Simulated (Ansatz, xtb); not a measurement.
## Ranking isomers of F3GeInO

4 gas-phase structures of F3GeInO, found in a search over its isomers (lower ones may exist). Each was relaxed with GFN2-xTB; where two conformers were screened, the lower at r2SCAN-D4/def2-SVP is listed:

A. a singlet given by its coordinates
B. `[F][Ge]([F])([F])[O][In]`, a singlet
C. a singlet given by its coordinates
D. `[F][Ge][O][In]([F])[F]`, a singlet

C (Å):

```xyz
6

F     1.8698    0.1797    0.1798
F     0.9636    0.0250   -2.3505
F     0.2865   -1.9306   -0.5573
Ge    0.4620   -0.1342   -0.7291
In   -2.3125   -1.3584    0.3391
O    -0.9862    0.4180   -0.2458
```

Close contacts (Å): F1–Ge4 1.70, F2–Ge4 1.70, F3–Ge4 1.81, Ge4–In5 3.22, Ge4–O6 1.62, In5–O6 2.29.

A (Å):

```xyz
6

F    -2.4003   -1.3648    0.5062
F    -0.0545   -1.6311    1.4025
F    -0.4297   -0.5611   -0.8545
Ge   -1.0340   -0.1983    0.8305
In   -0.8167   -3.1819   -0.6191
O    -1.1394    1.2177    1.5140
```

Close contacts (Å): F1–Ge4 1.83, F2–Ge4 1.83, F3–Ge4 1.83, Ge4–In5 3.32, Ge4–O6 1.58.

**Question.** Make a reasoned guess at their ranking by r2SCAN-D4/def2-SVP single-point energy.

**Answer.** Calculated order at r2SCAN-D4/def2-SVP: B (0.0), C (14.3), A (105.6), D (187.3) kJ/mol.

Energies above the lowest of each column, in kJ/mol:

```
structure  GFN2-xTB  HF/STO-3G  r2SCAN-D4/def2-SVP
        B       0.0        0.0                 0.0
        C       5.9       76.6                14.3
        A       6.7      291.8               105.6
        D     108.4       70.0               187.3
```

Every level run on B puts it lowest or level with the lowest. Flexible structures stand in one conformer each, not always the lowest. Frequencies (PBE-D3(BJ)/def2-SVP) were run for B alone. Atoms past krypton carry core potentials in the def2 sets, without spin–orbit terms.

Over these structures GFN2-xTB departs from r2SCAN-D4/def2-SVP by 42.3 kJ/mol on average once a common shift is removed. A GFN2-xTB relaxation took about 0.19 s and the r2SCAN-D4/def2-SVP energy about 2.1 s on a shared host (Ansatz 0.2.0, xtb 6.7.1).
